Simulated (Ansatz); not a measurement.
Basis-set extrapolation for C₂H₃F₂Si, SMILES `[CH]=C[SiH](F)F` radical (PBE0-D4/def2-TZVP geometry, frozen core, the Gaussian-basis code of Ansatz). Multiplicity 2, UHF reference.

```csv
,def2-TZVPP,def2-QZVPP
HF,-565.494965,-565.517536
MP2 correlation,-0.887137,-0.964652
CCSD(T) correlation,-0.955760,not run
```

Energies in hartree. Use E(X) = E(∞) + A·exp(−7.88·√X) for Hartree–Fock and E(X) = E(∞) + B·X^(−2.97) for correlation, with X = 3 and 4, and add CCSD(T) minus MP2 of the smaller set to the MP2 limit.

Task: What is the CCSD(T) energy at the basis-set limit?

Result: HF limit: -565.517536 + (-0.022571) × 0.13774 = -565.52064. MP2 limit: -0.964652 + (-0.077515) × 0.74074 = -1.02207. Higher-order term: -0.955760 − (-0.887137) = -0.06862. Total: -566.61133 hartree, 4.37 eV below CCSD(T)/def2-TZVPP.

The UHF reference is spin-contaminated (⟨S²⟩ = 0.92, T1 = 0.027).
